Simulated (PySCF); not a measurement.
## Molecular orbitals of AsO

PBE0 at R = 1.620 Å; PySCF, no relativity, basis sets As def2-TZVPPD, O def2-TZVPPD. State: ²Π (doublet), unpaired electrons π ↑. Only the outer orbitals are listed, counted within each symmetry.

```
spin  orbital  occ.  ε (eV)  on As (%)           main shells (%)
   α       8σ     1  -27.44         20           77 O s, 12 As s
   α       9σ     1  -15.95         75   73 As s, 14 O p, 11 O s
   α       4π     1  -10.76         25           74 O p, 23 As p
   α      10σ     1  -10.45         41  53 O p, 29 As p, 12 As s
   α       4π     1  -10.21         28           72 O p, 25 As p
   α       5π     1   -5.89         80           75 As p, 21 O p
   α       5π     0   -3.61         77           72 As p, 23 O p
   α      11σ     0    0.12         57  34 O s, 30 As p, 29 As d
   β       8σ     1  -27.03         20           76 O s, 12 As s
   β       9σ     1  -15.15         71   70 As s, 17 O p, 12 O s
   β       4π     1  -10.10         26           73 O p, 23 As p
   β      10σ     1  -10.09         46  49 O p, 29 As p, 16 As s
   β       4π     1   -9.47         24           76 O p, 21 As p
   β       5π     0   -3.30         78           73 As p, 21 O p
   β       5π     0   -2.41         79           73 As p, 20 O p
   β      11σ     0    0.36         56  36 O s, 29 As p, 28 As d
```

**Question.** Which are the highest filled and the lowest empty level, where do they sit, and how wide is the gap?

**Answer.** Highest filled α 5π at -5.89 eV (in %: 75 As p, 21 O p); lowest empty α 5π at -3.61 eV (in %: 72 As p, 23 O p); the gap at PBE0 is 2.28 eV. Both belong to one degenerate shell, split only by its one-sided filling, so this is no excitation gap.

- bond order (Mayer): 2.01
- ⟨S²⟩: 0.755
- charge on As (Mulliken, basis-dependent): 0.45
- charge on As (Löwdin, basis-dependent): 0.81
- dipole moment (positive dipole means As(−)O(+)): -2.61 D
- polarisability along the bond: 37.7 bohr³
- polarisability across the bond: 28.3 bohr³

Spin–orbit coupling is left out. The state was picked by a PBE0 search and need not be the measured ground state.
